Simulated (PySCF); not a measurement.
ZnH, SMILES [ZnH] (connectivity only; charge and spin as stated), neutral, multiplicity 2.

Geometry: B3LYP-D3(BJ)/def2-TZVPD. The spin state was assumed, not searched.

Two levels are set side by side: PBE/def2-TZVPD (PySCF) and ωB97X/def2-TZVPD (PySCF). Same geometry, gas phase. Differences are taken from unrounded values.

| quantity | ωB97X | PBE | PBE minus ωB97X |
|---|---|---|---|
| α-spin orbital gap (eV) | 8.06 | 2.95 | -5.11 |
| β-spin orbital gap (eV) | 10.18 | 4.41 | -5.77 |
| dipole moment (D) | 0.61 | 0.47 | -0.13 |
| mean polarisability (bohr³) | 40.9 | 40.0 | -1.0 |

Rough cost on one machine, each run with all the roots and properties that it gave: ωB97X against PBE within a factor of 2.
